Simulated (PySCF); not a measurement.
Input for PySCF: D3(BJ) and D4 dispersion corrections on H2O2Zr (SMILES [OH][Zr][OH]), 2S+1 = 3, a spin state set in the input, which need not be the lowest.

```python
from pyscf import gto
from pyscf.dispersion import dftd3, dftd4

mol = gto.M(
    atom='''
    Zr    0.00225596   -0.52435273   -0.09785544
    O     1.35377993    0.15946866   -1.32990531
    H     1.94398207    0.71798707   -1.83235304
    O    -1.37071632   -0.33233227    1.27699315
    H    -1.98317279    0.00887582    1.92600642
    ''',
    basis='def2-svp',
    charge=0, spin=2, verbose=0, max_memory=1800)
d3, d4 = {}, {}
for xc in ['hf', 'pbe', 'blyp', 'revpbe', 'tpss', 'r2scan', 'b3lyp', 'pbe0', 'bhlyp', 'camb3lyp', 'b2plyp']:
    d3[xc] = float(dftd3.DFTD3Dispersion(mol, xc=xc, version='d3bj', atm=False).get_dispersion()['energy'])
    print(f'D3(BJ) {xc:10s} {d3[xc]:14.8f} Eh')
for xc in ['hf', 'pbe', 'blyp', 'revpbe', 'tpss', 'r2scan', 'b3lyp', 'pbe0', 'bhlyp', 'camb3lyp', 'b2plyp']:
    d4[xc] = float(dftd4.DFTD4Dispersion(mol, xc={'camb3lyp': 'cam-b3lyp'}.get(xc, xc), atm=True).get_dispersion()['energy'])
    print(f'D4     {xc:10s} {d4[xc]:14.8f} Eh')
```

Output:

```
D3(BJ) hf            -0.02121263 Eh
D3(BJ) pbe           -0.00225160 Eh
D3(BJ) blyp          -0.00534246 Eh
D3(BJ) revpbe        -0.00537346 Eh
D3(BJ) tpss          -0.00296697 Eh
D3(BJ) r2scan        -0.00059539 Eh
D3(BJ) b3lyp         -0.00448246 Eh
D3(BJ) pbe0          -0.00207287 Eh
D3(BJ) bhlyp         -0.00400929 Eh
D3(BJ) camb3lyp      -0.00211012 Eh
D3(BJ) b2plyp        -0.00234250 Eh
D4     hf            -0.00881655 Eh
D4     pbe           -0.00259046 Eh
D4     blyp          -0.00558580 Eh
D4     revpbe        -0.00675665 Eh
D4     tpss          -0.00344845 Eh
D4     r2scan        -0.00056643 Eh
D4     b3lyp         -0.00426386 Eh
D4     pbe0          -0.00218395 Eh
D4     bhlyp         -0.00383489 Eh
D4     camb3lyp      -0.00226360 Eh
D4     b2plyp        -0.00176406 Eh
```

The run finished.

Cost: roughly 0.010 core-seconds.
